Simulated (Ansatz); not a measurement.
Calculated with Ansatz (gas phase, PBE0-D4/def2-TZVP geometries, no zero-point term in ΔE). CCSD(T)/CBS adds triple-zeta CCSD(T) − MP2 to the extrapolated MP2 energy (def2 sets, frozen cores). DFT in def2-TZVPP. B3LYP here is the variant with VWN-RPA as its local correlation; programs differ in this. Elements past krypton have def2 core potentials. For Hf, Ti outer-core shells are correlated without core-valence functions, which leaves a few kJ/mol of doubt a bond. Scalar relativity is left out up to krypton. One conformer a species, not always the lowest.

Consider the redistribution: `C#[C][Ti]([OH])([OH])[OH]` + `[F][Hf]([Cl])([Cl])[Cl]` → `[OH][Ti]([OH])([OH])[F]` + `C#[C][Hf]([Cl])([Cl])[Cl]`.

Q: Is it downhill or uphill in electronic energy at CCSD(T)/CBS, and by how much? (An estimate is asked.)

A: Computed: Uphill: ΔE = +0.12 eV.

Q: What do these levels give: PBE0-D4, B3LYP-D4, ωB97X-V, PBE, BHLYP, CCSD/def2-SVP? (Best estimate.)

A: Ansatz gave: PBE0-D4 0.07, B3LYP-D4 0.08, ωB97X-V 0.10, PBE 0.06, BHLYP 0.08, CCSD/def2-SVP 0.17 eV.

Largest T1 diagnostic among the species: 0.024, so the coupled-cluster value is less sure than usual.

Leaving LDA and LC-ωPBE aside and taking each functional with its dispersion term where it has one, the values, not all of them listed here, spread over 0.06 eV, from r2SCAN-D4 to ωB97M-V. At CCSD(T), def2-SVP lies +0.06 eV from the extrapolated value and def2-TZVPP −0.04 eV.
